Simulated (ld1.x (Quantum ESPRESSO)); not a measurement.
# Ga (Z = 31), RRKJ: configuration errors across variants

```json
{"Element": "Ga", "Generator": "ld1.x (Quantum ESPRESSO) 7.5", "Type": "norm-conserving RRKJ (Kleinman–Bylander form)", "Functional": "PBE", "Relativity": "scalar-relativistic", "Frozen core": "[Ar] 3d10", "Valence charge": "3", "Reference configuration": "4s2 4p0.5 (charge +0.5)", "Partial waves": "4p (bound): rc 2.60 bohr; 4s (bound): rc 1.90 bohr", "Local potential": "the s channel", "Core correction": "Bessel-smoothed model core inside 1.30 bohr"}
```

All-electron excitation energies from the reference (eV): (1) 4s2 4p1 -2.030; (2) 4s2 4p0 3.658; (3) 4s1 4p0 24.786; (4) 4s0 4p3 11.341; (5) 4s2 4p1.3 -2.564; (6) 4s1 4p1 11.030; (7) 4s1 4p2 4.507.

Errors AE − PS in meV (a dash: test not solved or not reliable):

```csv
change,(1),(2),(3),(4),(5),(6),(7),bound ghosts
base,-1.3,-4.3,-148,-74,-2.3,-40,-16,none
core correction none,+3.0,+5.0,+70,+109,+6.2,+12,+31,none
core correction Bessel-smoothed model core inside 0.76 bohr,-1.3,-4.3,-148,-74,-2.3,-40,-16,none
core correction Bessel-smoothed model core inside 1.04 bohr,-1.3,-4.3,-148,-74,-2.3,-40,-16,none
core correction Bessel-smoothed model core inside 1.16 bohr,-1.3,-4.3,-148,-74,-2.3,-40,-16,none
core correction Bessel-smoothed model core inside 1.38 bohr,-1.3,-4.3,-147,-73,-2.3,-40,-16,none
core correction Bessel-smoothed model core inside 1.68 bohr,-1.3,-4.3,-141,-69,-2.3,-38,-15,none
core correction Bessel-smoothed model core inside 2.04 bohr,-1.2,-4.1,-129,-62,-2.2,-36,-13,none
core correction Bessel-smoothed model core inside 2.32 bohr,-1.2,-4.0,-122,-50,-2.1,-34,-10,none
```

**Question.** Give the same row for: core correction Bessel-smoothed model core inside 1.84 bohr.

**Answer.** -1.3, -4.2, -136, -66, -2.3, -37, -14; bound ghosts: none.
